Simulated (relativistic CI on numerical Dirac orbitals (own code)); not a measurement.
# One change at a time: As¹⁹⁺

Base calculation: Dirac-Coulomb-Breit CI, orbitals from a KLI potential per configuration, model QED, unscaled Slater integrals.

CI space (outside the closed core [Ne]): 3s²3p², 3s3p³, 3s²3p3d, 3p⁴, 3s3p²3d, 3p³3d, 3s3p3d², 3s²3d4p, 3p³4s, 3s²3p4s, 3p³4p, 3s3p3d4s, 3s²3p4p, 3s²3d², 3s3d³, 3p²3d², 3p3d³, 3p3d²4s, 3p3d²4p, 3s²3d4s, 3s3d²4s. Double excitations out of closed p, d and f shells are left out; levels of such configurations are missing from the list, as are those of other unlisted configurations, and high levels can miss mixing partners.

Variants: (1) configuration mixing switched off; (2) only the first 3 configurations. Shifts of the energy above 3s²3p² ³P0, in cm⁻¹, for the lowest level and the first level of each name with at least 55 % of one term (blank where a level changes its place among those of its configuration and J or its character, or is not in the variant):

```tsv
Level	Base	Δ(1)	Δ(2)
3s²3p² ³P0	0	0	0
3s²3p² ³P1	40412	-372	-372
3s²3p² ³P2	62371	+286	+286
3s²3p² ¹D2	125879	+1815	+1815
3s²3p² ¹S0	189445	+10711	+10711
3s3p³ ⁵S°2	371829	-24031	-24774
3s3p³ ³D°1	474587	+20544	-15305
3s3p³ ³D°2	477198	+18454	-15828
3s3p³ ³D°3	493134	+19905	-15895
3s3p³ ³P°0	549621	+11733	-13108
3s3p³ ³P°1	554636	+14330	-12862
3s3p³ ³S°1	665237	+15553	+4817
3s²3p3d ³F°2	669944		-9797
3s²3p3d ³F°3	691184	-11659	-10071
```

At this charge energies of transitions that change n are usually good to better than 1 %, and those within a shell (Δn = 0) to a few per cent.

Ionisation energy from the two ground configurations alone: base 771.625 eV. The NIST ASD value (semi-empirical) is 774 eV.

LS names give the leading component of a level, which can be under half, so a name can repeat, a term be missing and a line seem to break the LS rules.
